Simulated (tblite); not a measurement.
Q: Give a GFN2-xTB geometry of `F/[C]=C\CO/C=C/Cl` [radical]. (Doublet state.)

A: 
Z-matrix in Å and degrees, rows numbered from 1:
```
F 
C   1  1.3248
C   2  1.2983  1  129.99
C   3  1.5350  2  124.76  1    -2.02
O   4  1.4027  3  111.16  2  -120.97
C   5  1.3530  4  116.43  3    77.26
C   6  1.3297  5  121.04  4  -170.99
Cl  7  1.7126  6  121.31  5  -178.27
H   3  1.0768  2  120.14  1  -179.48
H   4  1.0932  3  108.75  2   122.86
H   4  1.0962  3  109.34  2     2.61
H   6  1.0844  5  117.16  4     9.80
H   7  1.0768  6  123.20  5     0.95
```

C3 (carbon bonded to 2 C and H) is planar (angles 124.8°, 120.1° and 115.1°, sum 360.0°, 0.02 Å off the plane of its three neighbours). C6 (carbon bonded to C, O and H) is planar (angles 121.8°, 121.0° and 117.2°, sum 360.0°, 0.01 Å off the plane of its three neighbours). C7 (carbon bonded to C, Cl and H) is planar (angles 123.2°, 121.3° and 115.5°, sum 360.0°, 0.00 Å off the plane of its three neighbours). C2 (carbon bonded to C and F) is bent (angle 130.0°).

The geometry is computed with GFN2-xTB (gas phase). This method treats the open shell by occupation alone, without spin polarisation.

Point group: C1 (no symmetry element, even within 0.4 Å). Its GFN2-xTB frequencies are all real (lowest 22 cm⁻¹). Torsions: C2–C3–C4–O5 -121°, C3–C4–O5–C6 77°, C4–O5–C6–C7 -171°.

One conformer stands for the species.
